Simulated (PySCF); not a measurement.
Compound: C7H10N3 (charge +1).
Bonds: C1–C2 (double), C2–N3, N3–C4 (aromatic), C4–C5 (aromatic), C5–N6 (aromatic), N6–C7, C7–C8, C8–C9, N6–N10 (aromatic), N3–N10 (aromatic), C7–C9. Hydrogens: H11, H12 on C1; H13 on C2; H14 on C4; H15 on C5; H16 on C7; H17, H18 on C8; H19, H20 on C9.

Probes without a nucleus sit at each ring's centroid and 1 Å off its mean plane on both sides; NICS is minus the shielding there, NICSzz its component along the normal. Level: GIAO PBE0/pcSseg-1 (PySCF, non-relativistic, gas phase) on the GFN2-xTB geometry, one conformer.

Rings: 1. N3–C4–C5–N6–N10; 2. C7–C8–C9.

```csv
set,NICS(0),"NICS(1), two faces","NICS(1)zz, two faces"
P,-12.8,-11.5 / -11.5,-27.7 / -27.6
Q,-40.6,-8.1 / -6.5,-23.2 / -21.0
```

**Question.** Which set (ppm) belongs to which ring?

**Answer.** P = 1, Q = 2.
- 1 (5-membered ring with 3 N; formal bonds all aromatic): mean NICS(1)zz -27.6 ppm, shielded. For a flat ring without four-coordinate atoms the NICS criterion counts such a value as aromatic.
- 2 (3-membered carbocycle; formal bonds all single): mean NICS(1)zz -22.1 ppm, shielded. C7, C8, C9 have four or more neighbours; no verdict on aromaticity is drawn.

**Question.** How do the rings differ in shape?

**Answer.** 
| ring | bond lengths (Å) | rms pucker (Å) | HOMA | nearest outside atom to a NICS(1) probe (Å) |
| --- | --- | --- | --- | --- |
| 1 | 1.353, 1.372, 1.352, 1.299, 1.307 | 0.00 | 0.97 | hydrogen 2.44 |
| 2 | 1.507, 1.490, 1.507 | 0.00 | – | hydrogen 1.45 |

HOMA = 1 − mean of α(R − Ropt)² over the ring bonds, with Krygowski's 1993 parameters (CC: Ropt 1.388 Å, α 257.7 Å⁻²; CN: Ropt 1.334 Å, α 93.52 Å⁻²; NN: Ropt 1.309 Å, α 130.33 Å⁻²). A dash marks a ring with a four-coordinate atom, a triple bond, no multiple bond or a kind of bond without parameters.

The values belong to the conformer `[CH2:1]=[CH:2][n:3]1[cH:4][cH:5][n+:6]([CH:7]2[CH2:8][CH2:9]2)[n:10]1`: C1–C2–N3–C4 177°, C5–N6–C7–C8 -35°.
